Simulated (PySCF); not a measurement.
C2H10OSSi2.
Atom-mapped SMILES: `[CH3:1][O:2][CH2:3][SiH2:4][S:5][SiH3:6]` (hydrogens: H7, H8, H9 on C1; H10, H11 on C3; H12, H13 on Si4; H14, H15, H16 on Si6)

The same species was optimised twice, with GFN2-xTB and with PBE0-D3(BJ)/def2-SVP (PySCF), and the same property calculations (PySCF, gas phase) were run on both structures.

| coordinate | GFN2-xTB | PBE0-D3(BJ)/def2-SVP | change |
| --- | --- | --- | --- |
| Si4–S5 (Å) | 2.124 | 2.145 | +0.021 |
| C3–Si4 (Å) | 1.906 | 1.892 | -0.014 |
| O2–C3 (Å) | 1.414 | 1.403 | -0.011 |
| S5–Si6 (Å) | 2.170 | 2.160 | -0.010 |
| C1–O2 (Å) | 1.404 | 1.396 | -0.008 |
| Si4–S5–Si6 (°) | 105.5 | 102.3 | -3.2 |
| C3–Si4–S5 (°) | 108.4 | 109.4 | +1.0 |
| O2–C3–Si4 (°) | 105.3 | 105.9 | +0.6 |
| C1–O2–C3 (°) | 113.9 | 114.4 | +0.5 |
| C1–O2–C3–Si4 (°) | 180 | 173 | -7 |
| O2–C3–Si4–S5 (°) | -56 | -62 | -6 |
| C3–Si4–S5–Si6 (°) | 36 | 55 | +19 |

Rotational constants: A = 2170, B = 1526, C = 948.9 MHz (GFN2-xTB) against A = 2180, B = 1410, C = 929.6 MHz (PBE0-D3(BJ)/def2-SVP). Point groups within 0.08 Å: C1 and C1.

On the GFN2-xTB structure: HOMO (eV) -7.08 [PBE0/pcSseg-1]; LUMO (eV) 0.07 [PBE0/pcSseg-1]; dipole (D) 3.63 [PBE0/pcSseg-1]; GIAO shielding of C1 (ppm) 124.2 [PBE0/pcSseg-1]; GIAO shielding of O2 (ppm) 320.7 [PBE0/pcSseg-1]; GIAO shielding of C3 (ppm) 120.0 [PBE0/pcSseg-1]; GIAO shielding of Si4 (ppm) 382.9 [PBE0/pcSseg-1]; GIAO shielding of S5 (ppm) 847.4 [PBE0/pcSseg-1]; GIAO shielding of Si6 (ppm) 406.1 [PBE0/pcSseg-1].

Question: What do these properties become on the PBE0-D3(BJ)/def2-SVP structure?

Answer: 
```json
{"property": "HOMO (eV)", "level": "PBE0/pcSseg-1", "on GFN2-xTB": "-7.08", "on PBE0-D3(BJ)/def2-SVP": "-7.25", "change": "-0.17"}
{"property": "LUMO (eV)", "level": "PBE0/pcSseg-1", "on GFN2-xTB": "0.07", "on PBE0-D3(BJ)/def2-SVP": "0.07", "change": "0.00"}
{"property": "dipole (D)", "level": "PBE0/pcSseg-1", "on GFN2-xTB": "3.63", "on PBE0-D3(BJ)/def2-SVP": "3.08", "change": "-0.55"}
{"property": "energy, GFN2-xTB geometry as zero (kcal/mol)", "level": "PBE0/pcSseg-1", "on GFN2-xTB": "0.0", "on PBE0-D3(BJ)/def2-SVP": "-2.7", "change": "-2.7"}
{"property": "GIAO shielding of C1 (ppm)", "level": "PBE0/pcSseg-1", "on GFN2-xTB": "124.2", "on PBE0-D3(BJ)/def2-SVP": "122.3", "change": "-1.9"}
{"property": "GIAO shielding of O2 (ppm)", "level": "PBE0/pcSseg-1", "on GFN2-xTB": "320.7", "on PBE0-D3(BJ)/def2-SVP": "328.6", "change": "+7.9"}
{"property": "GIAO shielding of C3 (ppm)", "level": "PBE0/pcSseg-1", "on GFN2-xTB": "120.0", "on PBE0-D3(BJ)/def2-SVP": "118.6", "change": "-1.4"}
{"property": "GIAO shielding of Si4 (ppm)", "level": "PBE0/pcSseg-1", "on GFN2-xTB": "382.9", "on PBE0-D3(BJ)/def2-SVP": "375.7", "change": "-7.2"}
{"property": "GIAO shielding of S5 (ppm)", "level": "PBE0/pcSseg-1", "on GFN2-xTB": "847.4", "on PBE0-D3(BJ)/def2-SVP": "828.0", "change": "-19.4"}
{"property": "GIAO shielding of Si6 (ppm)", "level": "PBE0/pcSseg-1", "on GFN2-xTB": "406.1", "on PBE0-D3(BJ)/def2-SVP": "400.1", "change": "-6.0"}
```

The heavy atoms differ by 0.174 Å rms after alignment. Among bonds between heavy atoms Si4–S5 changes most (+0.021 Å). Changes are differences of the printed values. Neither structure is proved a minimum here.

Conformer computed: `[CH3:1][O:2][CH2:3][SiH2:4][S:5][SiH3:6]`: C1–O2–C3–Si4 173°, O2–C3–Si4–S5 -62°, C3–Si4–S5–Si6 55°.
